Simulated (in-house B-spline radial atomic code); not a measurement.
**N: [He] 2s1 2p3 3d1 (an excited or competing configuration)**

All numbers are computed (non-relativistic RPBE, spin-polarised, spherical fractional occupations; point nucleus) with a radial B-spline atomic code at the basis-set limit, not measured.

Screening seen three ways: the hydrogenic charge with the same mean radius, Z_r = [3n² - l(l+1)]/(2<r>), the one with the same energy, Z_e = n√(-2ε), and Slater's rules. Values are occupation-weighted means over spin.

```
shell  electrons    ε (eV)  <r> (bohr)   Z_r   Z_e  Slater
   1s          2    -396.5      0.2295  6.54  5.40    6.70
   2s          1   -31.388       1.226  4.90  3.04    4.25
   2p          3   -19.431       1.246  4.01  2.39    4.25
   3d          1  -0.80106       9.482  1.11  0.73    1.00
```

The least bound orbital is 3d up at -0.8011 eV, and it is also the most diffuse (<r> = 9.482 bohr).
